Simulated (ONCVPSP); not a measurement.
## Be (Z = 4), ONCV: configuration errors across variants

beryllium (Be), optimised norm-conserving Vanderbilt (ONCV), made with ONCVPSP 4.0.1 (BLYP, scalar-relativistic). Core [He], reference 2s2. Waves: 2s: rc 1.90 bohr, ncon 4, nbas 9, qcut 2.7 1/bohr, 2 projectors, debl 3 Ha; p scattering state at 0.26 Ha: rc 1.50 bohr, ncon 4, nbas 9, qcut 5.2 1/bohr, 3 projectors, debl 2 Ha. Local part: polynomial inside 1.15 bohr (lpopt 5, dvloc0 -1 Ha). Core correction: Teter function, fcfact 3.75, rcfact 1.2.

In the p channel the program set the typed energies aside and used 0.050, 2.050, 4.050 Ha.

All-electron excitation energies from the reference (eV): (1) 2s1 9.439; (2) 2s1.5 3.695; (3) 2s1 2p1 3.569; (4) 2s0 2p2 7.183.

Errors AE − PS in meV (a dash: test not solved or not reliable):

```json
{"change": "base", "(1)": "+13", "(2)": "+1.7", "(3)": "+8.1", "(4)": "+36", "bound ghosts": "none", "GHOST(+) flags above zero": "none"}
{"change": "p: qcut 3", "(1)": "+13", "(2)": "+1.7", "(3)": "+10", "(4)": "+45", "bound ghosts": "none", "GHOST(+) flags above zero": "none"}
{"change": "p: qcut 4.2", "(1)": "+13", "(2)": "+1.7", "(3)": "+9.1", "(4)": "+40", "bound ghosts": "none", "GHOST(+) flags above zero": "none"}
{"change": "p: qcut 4.7", "(1)": "+13", "(2)": "+1.7", "(3)": "+8.5", "(4)": "+38", "bound ghosts": "none", "GHOST(+) flags above zero": "none"}
{"change": "p: qcut 5.8", "(1)": "+13", "(2)": "+1.7", "(3)": "+7.7", "(4)": "+35", "bound ghosts": "none", "GHOST(+) flags above zero": "none"}
{"change": "p: qcut 6.3", "(1)": "+13", "(2)": "+1.7", "(3)": "+7.4", "(4)": "+33", "bound ghosts": "none", "GHOST(+) flags above zero": "none"}
{"change": "p: qcut 6.7", "(1)": "+13", "(2)": "+1.7", "(3)": "+7.3", "(4)": "+33", "bound ghosts": "none", "GHOST(+) flags above zero": "none"}
{"change": "p: qcut 7.1", "(1)": "+13", "(2)": "+1.7", "(3)": "+7.2", "(4)": "+33", "bound ghosts": "none", "GHOST(+) flags above zero": "none"}
{"change": "p: qcut 7.8", "(1)": "+13", "(2)": "+1.7", "(3)": "+7.0", "(4)": "+32", "bound ghosts": "none", "GHOST(+) flags above zero": "none"}
```

(1) Give the same row for: p: qcut 3.6.

## Answers

(1) +13, +1.7, +9.9, +42; bound ghosts: none; GHOST(+) flags above zero: none.
